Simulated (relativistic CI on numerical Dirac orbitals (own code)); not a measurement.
**Hyperfine structure of Pt⁶⁴⁺, mass number 195**

Method of calculation: Dirac-Coulomb-Breit CI, KLI orbitals optimised for each configuration, model QED (radiative potential, 1s self-energy scaled to tabulated hydrogen-like ionisation energies), unscaled Slater integrals (own radial code, finite nucleus).

Configurations in the expansion (outside the closed core [Ne]): 3s2 3p2, 3s2 3p 3d, 3s 3p3, 3s2 3d2, 3p4, 3s 3p2 3d, 3p2 3d2, 3s 3p 3d2, 3p3 3d, 3s2 3d 4s, 3s2 3d 4p, 3s 3p 3d 4s, 3p3 4s, 3s2 3p 4s, 3s 3p 3d 4p, 3p3 4p. Levels of other configurations are missing.

Nuclear spin I = 1/2, μ = 0.6073 μN (tables of Stone and Pyykkö). The electronic factors are computed for point nuclear moments, without core polarisation or the Bohr-Weisskopf and QED corrections.

| Level | E (eV) | A (GHz) |
| --- | --- | --- |
| 3s2 3p2 3P_1 | 450.472 | -374.3 |
| 3s2 3p2 1D_2 | 460.531 | 1015 |
| 3s2 3p 3d 3F°_2 | 686.105 | 909.7 |
| 3s2 3p 3d 3F°_3 | 812.711 | 573.8 |
| 3s2 3p2 3P_2 | 918.876 | 331.1 |

Levels with J = 0, under 50 % of one LS term, or S terms without an open s electron are left out. Small factors come from cancelling terms and can be off by tens of per cent or more.

At this charge energies of transitions that change n are usually good to better than 1 %, and those within a shell (Δn = 0) to a few per cent.

(1) Give the hyperfine levels of 3s2 3p2 3P_1 relative to its centre of gravity.

## Answers

(1) With K = F(F + 1) − I(I + 1) − J(J + 1), E = AK/2: F = 1/2: 374.3, F = 3/2: -187.1 GHz.

LS names give the leading component of a level, which can be under half, so a name can repeat, a term be missing and a line seem to break the LS rules.
